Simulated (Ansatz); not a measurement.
Compare A (`CB([SiH3])CF`) with its isomer B (`BC(C)(F)[SiH3]`).

Program: Ansatz. Geometries: PBE0-D4/def2-TZVP. ΔE: electronic, gas phase. CBS: MP2 limit from def2 TZ/QZ plus the TZ coupled-cluster correction, frozen cores. Functionals use def2-TZVPP. B3LYP here is the variant with VWN-RPA as its local correlation; programs differ in this. Each species was taken in one conformer, which may not be the lowest.

A:

Z-matrix (Å, degrees):
```
C
B 1 1.560
H 1 1.093 2 115.5
H 1 1.097 2 109.6 3 -122.9
H 1 1.097 2 109.8 3 123.2
Si 2 2.026 1 122.6 3 -179.5
C 2 1.558 1 118.2 3 0.5
H 6 1.490 2 110.2 1 119.7
H 6 1.490 2 110.4 1 -121.1
H 6 1.491 2 112.2 1 -0.6
F 7 1.390 2 115.7 1 179.9
H 7 1.101 2 109.6 1 57.6
H 7 1.101 2 109.6 1 -57.9
```

B:

```xyz
13

B    -0.254    1.327   -0.802
C     0.361   -0.022   -0.513
C    -0.322   -1.343   -0.782
F     1.723   -0.150   -0.796
Si    0.248    0.331    1.437
H    -1.430    1.449   -0.605
H     0.425    2.272   -1.071
H    -0.201   -1.599   -1.838
H     0.106   -2.157   -0.190
H    -1.389   -1.274   -0.567
H    -1.026   -0.218    1.958
H     1.416   -0.392    1.991
H     0.345    1.775    1.778
```

Task: Which is lower in electronic energy at CCSD(T)/CBS, and by how much? (Estimate.)

Result: Ansatz gave: A, by 38.0 kJ/mol.

Task: Give E(B) − E(A) in kJ/mol with B3LYP-D4, PBE0-D4, ωB97M-V, CCSD/def2-TZVPP, r2SCAN-D4, B3LYP, HF/def2-TZVPP. (An estimate is asked.)

Result: The calculation gave: B3LYP-D4 41.4, PBE0-D4 42.8, ωB97M-V 34.7, CCSD/def2-TZVPP 42.8, r2SCAN-D4 38.8, B3LYP 45.9, HF/def2-TZVPP 54.8. None reverses the order clearly.

Largest T1 diagnostic: 0.013.

In def2-TZVPP, CCSD(T) changes the Hartree–Fock value by −16.2 kJ/mol (the triples alone add −4.2 kJ/mol) and MP2 by −21.6 kJ/mol. The D4 term adds −4.5 kJ/mol with B3LYP and −2.1 kJ/mol with PBE0; it sums over pairs of atoms, weighted by their polarisabilities, and B3LYP, whose exchange is more repulsive, gets the larger term.
